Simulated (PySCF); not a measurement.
Species: 2-chloro-3-fluoropyridine, C₅H₃ClFN.
SMILES: `FC1=CC=CN=C1Cl`

The closed-shell ground state was solved at several levels (PySCF, density fitting, gas phase, non-relativistic). Isolated species at its PBE0-D3(BJ)/def2-TZVP geometry, gas phase.

```
           level  basis functions  total energy (Eh)  HOMO (eV)  LUMO (eV)  gap (eV)  dipole (D)
wB97X-D/pcSseg-2              337          -807.1522      -9.34       0.36      9.70        3.44
  B97-2/pcSseg-2              337          -807.1880      -7.35      -1.43      5.92        3.33
    KT3/pcSseg-2              337          -815.5191      -6.54      -2.21      4.33        3.14
```

(1) Estimate the row for PBE0/pcSseg-2, a basis of 337 functions; the other rows only guide the guess.

(2) Over all these levels, which gives the widest orbital gap and which the narrowest?

(3) In the pcSseg-2 basis, how does the gap go with the fixed share of exact exchange?

(4) How far do the dipole and the HOMO energy spread over the levels?

Answers

(1) Total energy -806.7408 Eh, HOMO -7.59 eV, LUMO -1.39 eV, gap 6.20 eV, dipole 3.34 D.

(2) wB97X-D/pcSseg-2 (range-separated hybrid) has the widest, 9.70 eV, and KT3/pcSseg-2 (GGA) the narrowest, 4.33 eV. From the narrowest to the widest the HOMO moves by -2.80 eV and the LUMO by +2.57 eV.

(3) KT3 (0 %) 4.33 eV; B97-2 (21 %) 5.92 eV; PBE0 (25 %) 6.20 eV. Each rise in the share widens the gap here.

(4) The dipole runs from 3.14 to 3.44 D (mean 3.31 D) and the HOMO from -9.34 to -6.54 eV.

Note: wB97X-D ran without an empirical dispersion term, which enters the total energy and its gradient alone.
